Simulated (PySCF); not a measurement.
Can point charges reproduce the dipole moment of `CCP1C(OC)=C1C(F)(F)F`?

Coordinates (GFN2-xTB, Å) and charges (e) from the PBE0/pcSseg-1 density (PySCF):

```json
{"atom": "C1", "x": "-2.827", "y": "-0.442", "z": "-0.571", "Mulliken": "-0.2827", "IAO": "-0.4172", "Hirshfeld": "-0.1209", "ESP-fitted": "-0.5189"}
{"atom": "C2", "x": "-1.997", "y": "0.837", "z": "-0.557", "Mulliken": "-0.4789", "IAO": "-0.4489", "Hirshfeld": "-0.1242", "ESP-fitted": "+0.5873"}
{"atom": "P3", "x": "-0.991", "y": "0.973", "z": "1.027", "Mulliken": "+0.4801", "IAO": "+0.4900", "Hirshfeld": "+0.1472", "ESP-fitted": "-0.2857"}
{"atom": "C4", "x": "0.292", "y": "-0.301", "z": "0.701", "Mulliken": "+0.0925", "IAO": "+0.0755", "Hirshfeld": "+0.0458", "ESP-fitted": "+0.2677"}
{"atom": "O5", "x": "0.580", "y": "-1.573", "z": "0.772", "Mulliken": "-0.4254", "IAO": "-0.2786", "Hirshfeld": "-0.0830", "ESP-fitted": "-0.2666"}
{"atom": "C6", "x": "1.897", "y": "-1.944", "z": "0.370", "Mulliken": "-0.0397", "IAO": "-0.2114", "Hirshfeld": "-0.0247", "ESP-fitted": "-0.0967"}
{"atom": "C7", "x": "0.735", "y": "0.906", "z": "0.378", "Mulliken": "-0.5013", "IAO": "-0.3494", "Hirshfeld": "-0.1336", "ESP-fitted": "-0.1097"}
{"atom": "C8", "x": "1.874", "y": "1.657", "z": "-0.149", "Mulliken": "+0.9194", "IAO": "+0.7975", "Hirshfeld": "+0.2505", "ESP-fitted": "+0.5359"}
{"atom": "F9", "x": "3.047", "y": "1.006", "z": "0.020", "Mulliken": "-0.2819", "IAO": "-0.2908", "Hirshfeld": "-0.0962", "ESP-fitted": "-0.2144"}
{"atom": "F10", "x": "2.023", "y": "2.860", "z": "0.423", "Mulliken": "-0.2674", "IAO": "-0.2764", "Hirshfeld": "-0.0992", "ESP-fitted": "-0.1807"}
{"atom": "F11", "x": "1.777", "y": "1.887", "z": "-1.480", "Mulliken": "-0.2793", "IAO": "-0.2890", "Hirshfeld": "-0.1111", "ESP-fitted": "-0.1994"}
{"atom": "H12", "x": "-2.180", "y": "-1.317", "z": "-0.543", "Mulliken": "+0.1246", "IAO": "+0.1421", "Hirshfeld": "+0.0344", "ESP-fitted": "+0.1242"}
{"atom": "H13", "x": "-3.435", "y": "-0.492", "z": "-1.471", "Mulliken": "+0.1271", "IAO": "+0.1471", "Hirshfeld": "+0.0440", "ESP-fitted": "+0.0949"}
{"atom": "H14", "x": "-3.487", "y": "-0.479", "z": "0.293", "Mulliken": "+0.1187", "IAO": "+0.1405", "Hirshfeld": "+0.0387", "ESP-fitted": "+0.1347"}
{"atom": "H15", "x": "-2.658", "y": "1.706", "z": "-0.602", "Mulliken": "+0.1470", "IAO": "+0.1451", "Hirshfeld": "+0.0371", "ESP-fitted": "-0.0697"}
{"atom": "H16", "x": "-1.328", "y": "0.875", "z": "-1.420", "Mulliken": "+0.1541", "IAO": "+0.1445", "Hirshfeld": "+0.0332", "ESP-fitted": "-0.1297"}
{"atom": "H17", "x": "1.949", "y": "-3.025", "z": "0.477", "Mulliken": "+0.1385", "IAO": "+0.1707", "Hirshfeld": "+0.0624", "ESP-fitted": "+0.1224"}
{"atom": "H18", "x": "2.643", "y": "-1.466", "z": "1.008", "Mulliken": "+0.1312", "IAO": "+0.1568", "Hirshfeld": "+0.0490", "ESP-fitted": "+0.1068"}
{"atom": "H19", "x": "2.077", "y": "-1.659", "z": "-0.668", "Mulliken": "+0.1234", "IAO": "+0.1518", "Hirshfeld": "+0.0500", "ESP-fitted": "+0.0977"}
```

Q: Form Σ q r in debye for every column and set it beside the full dipole.

A: The full density gives (-0.52, -2.64, -0.66) D, 2.77 D in size; dipole vectors point from the negative to the positive end.

```csv
scheme,μx,μy,μz,size (D),share of the full size (%),angle to the full dipole (°)
Mulliken,-1.93,-1.49,0.95,2.62,95,54
IAO,-2.36,-2.22,1.91,3.76,136,56
Hirshfeld,-0.51,-1.80,0.89,2.07,75,39
ESP-fitted,-0.56,-2.62,-0.61,2.75,99,1
```

Q: Which set comes closest?

A: Length of the difference vector: ESP-fitted 0.07 D, Hirshfeld 1.76 D, Mulliken 2.43 D, IAO 3.19 D. Closest: ESP-fitted. ESP charges are fitted to the potential around the molecule, whose slowest-falling term is the dipole's. The schemes that divide the density aren't constrained to reproduce the dipole.

Q: What is left for the Hirshfeld atoms' own dipoles?

A: The shares of the density sum to the whole, so what Σ q r misses lies in dipoles about the nuclei. The atomic dipoles sum to (-0.52, -2.64, -0.66) − (-0.51, -1.80, 0.89) = (-0.01, -0.84, -1.55) D, 1.76 D in size.

Q: With the origin at the mean of the coordinates, (-0.001, 0.000, -0.105) Å, which are the largest single terms, by size, of the Mulliken dipole along the direction of the full one?

A: C8 -8.47, F10 +4.15, C7 +2.69, F11 +2.42, O5 -2.41 D; all 19 atoms together +1.55 D. The single terms depend on the origin, their sum doesn't.

Q: Give the size of the full dipole in other units.

A: 2.77 D = 1.089 au = 0.576 e·Å = 9.23 × 10⁻³⁰ C·m.

The structure is a single GFN2-xTB conformer in the gas phase; no vibrational or solvent corrections.

These values come from a run that also computed NMR shieldings. The run took about 2.6 min of CPU time (grids of density and orbitals included) (one thread, shared machine).

Conformer computed: `[CH3:1][CH2:2][P:3]1[C:4]([O:5][CH3:6])=[C:7]1[C:8]([F:9])([F:10])[F:11]`: C1–C2–P3–C4 73°, P3–C4–O5–C6 -177°, C4–C7–C8–F9 -23°.
